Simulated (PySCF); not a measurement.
Si(F)(Cl)(Me)2 (C2H6ClFSi), SMILES C[Si](C)(F)Cl.

Coordinates come from a ωB97X-D3(BJ)/def2-SVP optimisation.

The numbers are results of PBE/def2-TZVP (PySCF), not measurements.

Isolated molecule, no solvent.

Estimate the frontier levels, gap, dipole moment and polarisability. (An estimate is asked for; the answer gives what the named calculation found.)


| Quantity | Value |
|---|---|
| highest occupied level | -7.36 eV |
| lowest empty level | 0.09 eV |
| orbital gap | 7.45 eV |
| dipole moment | 2.40 D |
| quadrupole, principal values (traceless, Buckingham form, about the centre of nuclear charge) | -4.40, 0.96, 3.44 D·Å |
| mean static polarisability | 61.1 bohr³ (9.05 Å³) |
| polarisability, principal values | 52.9, 62.9, 67.4 bohr³ |
